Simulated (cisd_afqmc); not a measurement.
Input (AFQMC/CISD/aug-cc-pVDZ; cisd_afqmc is a phaseless AFQMC code with CISD trial states that reads the integrals written by Ansatz):

Ansatz 0.2 input:
```python
import cisd_afqmc

open("ham.yaml", "w").write("""\
crystal:
  periodic: [false, false, false]
  atoms:
    - {symbol: Se, position_ang: [0.00000000, 0.00000000, 0.00000000]}
basis:
  gaussian:
    orbitals: aug-cc-pVDZ
total_charge: -1
magnetization: {spin_polarized: true, initial_magnetization: 1}
correlation: {method: ccsd, electrons: outside_noble_gas, hamiltonian_folder: ham}
scf: {lower_state_search: full}
""")
rep = cisd_afqmc.ansatz("ham.yaml")
e_ccsd = rep["correlation"]["coupled_cluster"]["energy"]["hartree"]
out = cisd_afqmc.run("ham", e_ccsd, trial="CISD", walkers=200, populations=8, threads=8, dt=0.005, steps=40, early=24, settle=10, least=32,
    cut=5e-5, rank_cut=2e-4, target=0.0004, seconds=1500, seed=1, memory=12960, gpu=False)
```

Output:

```
orbitals 22, occupied [4, 3], factors 91 of 243, rank of the doubles 91 of 129
E(HF) = -2399.836719
E(CCSD) on the cut factors = -2399.955745, shift to the whole factors 0.000008
Energy of the trial state on the determinant = -2399.955708
  tau behind 7.2 of longer steps, mean of the populations' last blocks
   2.0  -2399.95996
   4.0  -2399.95957
   6.0  -2399.95964
   8.0  -2399.95946
blocks 297 (2 outliers left out), error by blocks joined: 1: 0.00007, 2: 0.00008, 4: 0.00010, 8: 0.00012, 16: 0.00014
E(AFQMC/CISD) = -2399.95950 +/- 0.00014
```

The error still grows at the longest joins of blocks, or few joins were possible, so the printed bar may be too narrow.
